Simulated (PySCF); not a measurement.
# Ni (nickel, neutral) across methods

[Ar] 3d10, closed-shell 1S (an excited configuration). All numbers are calculated (PySCF 2.14, scalar relativity by spin-free X2C-1e, in aug-cc-pVTZ-DK (8s7p5d3f2g, 93 functions)).

```json
{"method": "LC-wPBE", "E (hartree)": "-1520.320", "mean ε 3s (eV)": "-107.78", "mean ε 3p (eV)": "-68.201", "mean ε 3d (eV)": "-5.999", "Σ⟨r²⟩ (bohr²)": "28.97", "⟨S²⟩": "0.000"}
{"method": "PBE0", "E (hartree)": "-1520.249", "mean ε 3s (eV)": "-108.36", "mean ε 3p (eV)": "-67.376", "mean ε 3d (eV)": "-3.270", "Σ⟨r²⟩ (bohr²)": "29.09", "⟨S²⟩": "0.000"}
{"method": "PW91", "E (hartree)": "-1520.676", "mean ε 3s (eV)": "-102.60", "mean ε 3p (eV)": "-63.219", "mean ε 3d (eV)": "-2.015", "Σ⟨r²⟩ (bohr²)": "30.80", "⟨S²⟩": "0.000"}
{"method": "r2SCAN", "E (hartree)": "-1520.459", "mean ε 3s (eV)": "-106.01", "mean ε 3p (eV)": "-65.112", "mean ε 3d (eV)": "-1.790", "Σ⟨r²⟩ (bohr²)": "30.28", "⟨S²⟩": "0.000"}
{"method": "PBE", "E (hartree)": "-1520.291", "mean ε 3s (eV)": "-102.63", "mean ε 3p (eV)": "-63.196", "mean ε 3d (eV)": "-1.964", "Σ⟨r²⟩ (bohr²)": "30.85", "⟨S²⟩": "0.000"}
{"method": "UHF", "E (hartree)": "-1518.86746", "mean ε 3s (eV)": "-125.27", "mean ε 3p (eV)": "-79.711", "mean ε 3d (eV)": "-7.180", "Σ⟨r²⟩ (bohr²)": "26.36", "⟨S²⟩": "0.000"}
{"method": "BP86", "E (hartree)": "-1520.781", "mean ε 3s (eV)": "-102.73", "mean ε 3p (eV)": "-63.308", "mean ε 3d (eV)": "-2.111", "Σ⟨r²⟩ (bohr²)": "30.56", "⟨S²⟩": "0.000"}
{"method": "r2SCAN0", "E (hartree)": "-1520.386", "mean ε 3s (eV)": "-110.74", "mean ε 3p (eV)": "-68.747", "mean ε 3d (eV)": "-3.215", "Σ⟨r²⟩ (bohr²)": "28.75", "⟨S²⟩": "0.000"}
```

Q: Estimate the same row for LDA.

A: E (hartree) = -1517.776; mean ε 3s (eV) = -102.04; mean ε 3p (eV) = -63.030; mean ε 3d (eV) = -2.200; Σ⟨r²⟩ (bohr²) = 30.37; ⟨S²⟩ = 0.000.
